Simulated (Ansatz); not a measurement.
One change: `[OH][W](=[S])(=[S])[Cl]` becomes `[NH2][W]([OH])(=[S])=[S]`.

Ansatz, PBE0-D4/def2-TZVP geometries, multiplicity 1. Each molecule was computed in one conformer, which needn't be the lowest.

Elements past krypton have def2 core potentials.

```json
{"property": "HOMO energy (ωB97M-V/def2-TZVPP) / eV", "`[OH][W](=[S])(=[S])[Cl]`": "-9.42"}
{"property": "zero-point energy (PBE0-D4/def2-TZVP) / kJ/mol", "`[OH][W](=[S])(=[S])[Cl]`": "48.0"}
{"property": "HOMO energy (B3LYP/def2-TZVPP) / eV", "`[OH][W](=[S])(=[S])[Cl]`": "-7.21"}
{"property": "HOMO–LUMO gap (B3LYP/def2-TZVPP) / eV", "`[OH][W](=[S])(=[S])[Cl]`": "4.12"}
{"property": "HOMO–LUMO gap (PBE0/def2-TZVPP) / eV", "`[OH][W](=[S])(=[S])[Cl]`": "4.51"}
{"property": "LUMO energy (PBE/def2-TZVPP) / eV", "`[OH][W](=[S])(=[S])[Cl]`": "-3.60"}
```

**Question.** Give the same properties after the change, and the shifts. (An estimate is asked.)

**Answer.** The calculation gave: 
```csv
property,`[NH2][W]([OH])(=[S])=[S]`,shift
HOMO energy (ωB97M-V/def2-TZVPP) / eV,-9.13,0.29
zero-point energy (PBE0-D4/def2-TZVP) / kJ/mol,111.1,63.1
HOMO energy (B3LYP/def2-TZVPP) / eV,-6.90,0.31
HOMO–LUMO gap (B3LYP/def2-TZVPP) / eV,4.19,0.07
HOMO–LUMO gap (PBE0/def2-TZVPP) / eV,4.59,0.08
LUMO energy (PBE/def2-TZVPP) / eV,-3.22,0.38
```

With PBE0 the HOMO rises by 0.31 eV and the LUMO rises by 0.40 eV, so the gap widens by about 0.09 eV. PBE moves the HOMO by 0.32 eV and ωB97M-V by 0.29 eV. The zero-point energy changes by 63.1 kJ/mol with +6 modes.

B3LYP here is the variant with VWN-RPA as its local correlation; programs differ in this.
